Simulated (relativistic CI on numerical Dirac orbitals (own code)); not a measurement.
# Crystal-field levels of Ni3+, 3d7

Calculated by Dirac-Coulomb-Breit CI, separate exchange-only KLI orbitals for each configuration, a model potential for QED, valence Slater integrals scaled by 0.75, one configuration in a parametric crystal field (own radial code).

Field parameters in Wybourne normalisation: D3d B²₀ = −7Dσ, B⁴₀ = −14Dq − 21Dτ, B⁴₃ = −14√(10/7) Dq. The field is a parameter set, without covalency.

S and J are read from ⟨S²⟩ = S(S + 1) and ⟨J²⟩ = J(J + 1) of each level; they are not fictitious spins.

D3d, 10Dq = 17750, Dσ = -1200, Dτ = 250 cm⁻¹, the lowest 10 levels:

```tsv
E (cm⁻¹)	Degeneracy	Irrep	S	J
0.0	2	Γ4	1.49	4.22
248	2	Γ5+Γ6	1.29	3.68
258	2	Γ4	1.27	3.76
618	2	Γ4	1.35	3.59
737	2	Γ5+Γ6	1.38	3.52
1345	2	Γ4	1.49	2.90
2225	2	Γ4	1.07	3.54
2287	2	Γ5+Γ6	1.01	3.67
16860	2	Γ5+Γ6	1.29	3.65
16894	2	Γ4	1.07	4.03
```

Principal g values of the ground doublet: 3.57, 3.57, 5.58.

D3d, 10Dq = 17750, Dσ = -980, Dτ = 250 cm⁻¹, the lowest 10 levels:

| E (cm⁻¹) | Degeneracy | Irrep | S | J |
| --- | --- | --- | --- | --- |
| 0.0 | 2 | Γ4 | 1.50 | 4.22 |
| 210 | 2 | Γ4 | 1.34 | 3.77 |
| 387 | 2 | Γ5+Γ6 | 1.28 | 3.67 |
| 685 | 2 | Γ4 | 1.30 | 3.53 |
| 808 | 2 | Γ5+Γ6 | 1.38 | 3.54 |
| 1411 | 2 | Γ4 | 1.50 | 2.91 |
| 2290 | 2 | Γ4 | 1.04 | 3.58 |
| 2400 | 2 | Γ5+Γ6 | 1.02 | 3.67 |
| 16997 | 2 | Γ5+Γ6 | 1.23 | 3.72 |
| 17058 | 2 | Γ4 | 1.06 | 3.97 |

Principal g values of the ground doublet: 3.04, 3.04, 6.64.

D3d, 10Dq = 17750, Dσ = -760, Dτ = 250 cm⁻¹, the lowest 16 levels:

```csv
E (cm⁻¹),Degeneracy,Irrep,S,J
0.0,2,Γ4,1.50,4.19
191,2,Γ4,1.37,3.77
448,2,Γ5+Γ6,1.32,3.60
760,2,Γ4,1.31,3.45
1010,2,Γ5+Γ6,1.31,3.63
1568,2,Γ4,1.45,3.05
2421,2,Γ4,1.05,3.58
2568,2,Γ5+Γ6,1.04,3.66
17137,2,Γ5+Γ6,1.14,3.83
17191,2,Γ4,1.05,3.88
17572,2,Γ4,1.33,3.79
17696,2,Γ5+Γ6,1.26,3.80
17751,2,Γ4,1.32,3.73
18014,2,Γ4,1.24,3.50
18297,2,Γ5+Γ6,1.01,4.14
18306,2,Γ4,0.97,4.20
```

Principal g values of the ground doublet: 2.59, 2.59, 7.28.

The free-ion ground term has S = 3/2. Every field shown keeps that spin.

Levels of this model without a field, named by their leading LS term (the scale mimics covalency, so terms lie below those of the real free ion): ⁴F9/2 0, ⁴F7/2 1160, ⁴F5/2 1988, ⁴F3/2 2547, ²G9/2 16732, ⁴P5/2 16819, ⁴P3/2 17079, ⁴P1/2 17642 cm⁻¹.
